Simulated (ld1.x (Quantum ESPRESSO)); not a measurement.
## Before and after: RRKJ potential for lead (Pb)

lead (Pb), norm-conserving RRKJ (Kleinman–Bylander form), made with ld1.x (Quantum ESPRESSO) 7.5 (PBE, scalar-relativistic). Core [Xe] 4f14, reference 5d10 6s2 6p2. Waves: 6p (bound): rc 2.95 bohr; 5d (bound): rc 1.20 bohr; 5f channel at 0.45 Ry: rc 2.75 bohr; 6s (bound): rc 1.45 bohr. Local part: the s channel. Core correction: Bessel-smoothed model core inside 0.75 bohr. rho0 = 0.001.

Change: wave 5d (bound): rc 1.20 bohr becomes 5d (bound): rc 1.78 bohr.

Cutoffs: the cutoffs (Ry, on a coarse ladder) from which the occupation-weighted sum of valence levels, in a spherical-Bessel basis at the reference potential, stays within 10 and 1 mRy of its value at 400 Ry; they do not see the model core or the augmentation charge, which bear on the density cutoff. Errors are all-electron minus pseudo energies relative to the spin-unpolarised reference configuration.

Q: What does the change do?

A: The potential gets softer (120 Ry and 200 Ry → 90 Ry and 180 Ry); of the 7 tests that both files solve, the error grows in 0 and shrinks in 1 by more than 15 % and 0.3 meV (median size 16.8 → 10.3 meV); neither file shows a bound ghost. A larger radius leaves more room for a smooth pseudo-wave, so fewer plane waves are needed.

```csv
quantity,base,changed
"cutoff, loose",120 Ry,90 Ry
"cutoff, tight",200 Ry,180 Ry
loose cutoff by channel (10 mRy a level),"p 10 Ry, d 90 Ry, s 40 Ry","p 10 Ry, d 40 Ry, s 40 Ry"
bound ghosts,none,none
"error for 5d10 6s2 6p1, meV [ΔE 6.58 eV]",-4.1,-4.1
"error for 5d10 6s2 6p0, meV [ΔE 20.02 eV]",-17,-17
"error for 5d10 6s1 6p0, meV [ΔE 52.43 eV]",+4.4,+4.7
"error for 5d10 6s0 6p0, meV [ΔE 95.13 eV]",-80,-79
"error for 5d10 6s2 6p2.3, meV [ΔE -0.80 eV]",+0.3,+0.3
"error for 5d9 6s2 6p2, meV [ΔE 27.16 eV]",-19,-10
"error for 5d10 6s0 6p4, meV [ΔE 17.83 eV]",-89,-88
s: phases at 3.20 bohr within 0.05 rad from the reference energy up to (Ry; the scan ends near 5),0.1,0.1
p: phases at 3.20 bohr within 0.05 rad from the reference energy up to (Ry; the scan ends near 5),2.7,2.7
d: phases at 3.20 bohr within 0.05 rad from the reference energy up to (Ry; the scan ends near 5),0.6,0.6
f: phases at 3.20 bohr within 0.05 rad from the reference energy up to (Ry; the scan ends near 5),2.8,2.8
```
